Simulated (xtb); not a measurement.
Ge(OMe)(SiH3) (CH₆GeOSi), SMILES [Ge]([O]C)[SiH3] (connectivity only; charge and spin as stated), neutral, multiplicity 1. All values are semi-empirical tight-binding results from xtb (GFN2-xTB unless named), good for trends rather than for accurate numbers. Geometry optimised at GFN2-xTB. The structure was generated by enumeration; whether it is a known compound was not checked. Other conformers were not sampled.

For metal compounds this method's bond lengths and energies can be far off.

Computed properties:
```
Quantity                                       Value
-------------------------------------  -------------
point group as xtb finds it                       Cs
orbital gap                                  2.05 eV
zero-point energy                      39.3 kcal/mol
G − E(el) at 298.15 K (modified RRHO)  18.6 kcal/mol
```
